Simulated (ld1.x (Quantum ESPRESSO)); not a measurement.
N (Z = 7): excitation energies, all-electron against TM

ld1.x (Quantum ESPRESSO) 7.5 input, shortened:

```
&input
   title='N', zed=7., rel=0, dft='PZ', iswitch=3,
   config='[He] 2s2 2p2 3d-2'
 /
 &inputp
   pseudotype=2, tm=.true., lloc=0,
   nlcc=.false.
 /
3
2P  2  1   2.00   0.00  1.10  1.10  0.0
3D  3  2  -2.00   0.15  1.15  1.15  0.0
2S  1  0   2.00   0.00  1.05  1.05  0.0
 &test
   configts(1)='2s2 2p2'
 /
```

Energies are relative to the spin-unpolarised reference configuration 2s2 2p2; without spin polarisation the order of configurations can differ from experiment. Spin-polarised rows fill each open shell by Hund’s rule, majority spin first.

```json
{"valence configuration": "2s2 2p3", "charge": "0", "ΔE all-electron (eV)": "-13.737", "error AE − PS (meV)": "+6.3"}
{"valence configuration": "2s2 2p1", "charge": "+2", "ΔE all-electron (eV)": "28.975", "error AE − PS (meV)": "+34"}
{"valence configuration": "2s2 2p0", "charge": "+3", "ΔE all-electron (eV)": "76.142", "error AE − PS (meV)": "+270"}
{"valence configuration": "2s2 2p3.3", "charge": "-0.3", "ΔE all-electron (eV)": "-15.404", "error AE − PS (meV)": "+7.8"}
{"valence configuration": "2s1 2p0", "charge": "+4", "ΔE all-electron (eV)": "153.567", "error AE − PS (meV)": "+654"}
{"valence configuration": "2s2 2p2.5", "charge": "+0.5", "ΔE all-electron (eV)": "-8.568", "error AE − PS (meV)": "+2.5"}
{"valence configuration": "2s2 2p2 (spin-polarised)", "charge": "+1", "ΔE all-electron (eV)": "-1.689", "error AE − PS (meV)": "+212"}
{"valence configuration": "2s2 2p3 (spin-polarised)", "charge": "0", "ΔE all-electron (eV)": "-16.630", "error AE − PS (meV)": "+312"}
```

(1) What are ΔE and the potential's error for 2s1 2p4?

Levels in the configuration 2s2 2p1:

```json
{"level": "2s", "all-electron (eV)": "-48.859", "pseudo (eV)": "-48.818"}
{"level": "2p", "all-electron (eV)": "-37.619", "pseudo (eV)": "-37.528"}
```

Answers

(1) ΔE = -2.563 eV all-electron; the error (AE − PS) is +30 meV.
